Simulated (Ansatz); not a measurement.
Cost and result for the atomization energy of `Cl[SiH]1[SiH2][SiH2]1` (9 atoms, 9 bonds).

```xyz
9

Cl    2.1752    2.0773    0.0050
Si    0.7221    0.8114   -0.7095
Si    0.3720   -1.3101    0.1647
Si   -1.2393    0.3770    0.4527
H     0.5985    0.9425   -2.1819
H     1.0791   -1.6709    1.4187
H     0.1752   -2.4670   -0.7446
H    -1.3392    0.8631    1.8515
H    -2.5435    0.3766   -0.2566
```

The species carries charge 0 and has multiplicity 1. All single points use the PBE0-D4/def2-TZVP geometry. Program: Ansatz. All runs use 2 threads of an Arm Neoverse V2 on a shared host. Times are those of one run each, without the atoms' runs, and a repeat can differ threefold. Electronic energies, without spin–orbit coupling; frozen cores. CCSD(T)/CBS adds CCSD(T) − MP2 in def2-TZVPP to the MP2 limit, and its time is that of the two runs behind it. T1 = 0.014. HSE06 is the plane-wave form, built on full-range PBE exchange.

CCSD(T)/CBS is a level of theory with its own doubt, some kJ/mol a heavy atom from the limit and from the frozen cores, so smaller differences don't rank the functionals.

| level | functions | wall time | atomization (kJ/mol) | difference from CCSD(T)/CBS | per bond |
| --- | --- | --- | --- | --- | --- |
| CCSD(T)/def2-SVP | 97 | 2.5 s | 2342.2 | -223.6 | -24.8 |
| revPBE-D4/def2-TZVPP | 238 | 2.9 s | 2520.6 | -45.2 | -5.0 |
| BLYP-D4/def2-TZVPP | 238 | 2.9 s | 2511.4 | -54.4 | -6.0 |
| PBE-D4/def2-TZVPP (with forces) | 238 | 3.5 s | 2561.6 | -4.2 | -0.5 |
| PBE0-D4/def2-TZVPP | 238 | 4.7 s | 2553.0 | -12.8 | -1.4 |
| HSE06-D4/def2-TZVPP | 238 | 5.5 s | 2554.2 | -11.6 | -1.3 |
| B2PLYP/def2-TZVPP | 238 | 7.5 s | 2503.2 | -62.6 | -7.0 |
| r2SCANh-D4/def2-TZVPP | 238 | 8 s | 2573.4 | 7.6 | 0.8 |
| ωB97X-V/def2-TZVPP | 238 | 12 s | 2598.2 | 32.4 | 3.6 |
| B97M-V/def2-TZVPP | 238 | 14 s | 2615.2 | 49.4 | 5.5 |
| MP2/def2-QZVPP | 430 | 23 s | 2527.6 | -38.2 | -4.2 |
| CCSD(T)/def2-TZVPP | 238 | 89 s | 2482.8 | -83.0 | -9.2 |
| CCSD(T)/CBS(def2) | – | 110 s | 2565.8 | 0.0 | 0.0 |

Leaving LDA and LC-ωPBE aside and taking each functional with its dispersion term where it has one, the values spread over 111.9 kJ/mol, from B2PLYP to B97M-V. LDA lies +332.2 kJ/mol from PBE without D4, its usual overbinding. From PBE to PBE0 (25 % exact exchange), in def2-TZVPP and without D4, the atomization energy moves by −5.0 kJ/mol: exact exchange takes away binding that semilocal exchange gives to molecules. The D4 term adds +42.5 kJ/mol with B3LYP and +22.3 kJ/mol with PBE0; it sums over pairs of atoms, weighted by their polarisabilities, and B3LYP, whose exchange is more repulsive, gets the larger term.

B3LYP here is the variant with VWN-RPA as its local correlation; programs differ in this.
